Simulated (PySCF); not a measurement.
## Se (selenium, neutral) across methods

[Ar] 3d10 4s2 4p4, high-spin 3P determinant. Calculation: PySCF 2.14, in aug-cc-pVTZ-DK; scalar relativity by spin-free X2C-1e. The B2PLYP total includes its PT2 part (frozen core); its orbital energies are those of the SCF part.

| method | E (hartree) | mean ε 4s β (eV) | mean ε 4p α (eV) | mean ε 4p β (eV) | Σ⟨r²⟩ (bohr²) | ⟨S²⟩ |
| --- | --- | --- | --- | --- | --- | --- |
| PBE | -2429.484 | -16.230 | -7.132 | -5.705 | 40.85 | 2.003 |
| B2PLYP | -2429.381 | -18.995 | -9.488 | -7.825 | 40.76 | 2.005 |
| wB97X | -2429.876 | -20.504 | -10.691 | -9.186 | 40.53 | 2.003 |
| r2SCAN | -2429.792 | -16.343 | -7.539 | -5.985 | 40.43 | 2.006 |
| HSE06 | -2429.529 | -17.345 | -7.995 | -6.470 | 40.62 | 2.004 |
| PBE0 | -2429.533 | -17.660 | -8.424 | -6.859 | 40.57 | 2.004 |
| UHF | -2428.06649 | -20.802 | -11.591 | -9.451 | 40.80 | 2.011 |
| LDA | -2426.223 | -16.600 | -7.205 | -5.810 | 40.80 | 2.002 |

Q: Estimate the same row for M06-2X.

A: E (hartree) = -2429.923; mean ε 4s β (eV) = -18.347; mean ε 4p α (eV) = -9.498; mean ε 4p β (eV) = -7.939; Σ⟨r²⟩ (bohr²) = 40.82; ⟨S²⟩ = 2.006.
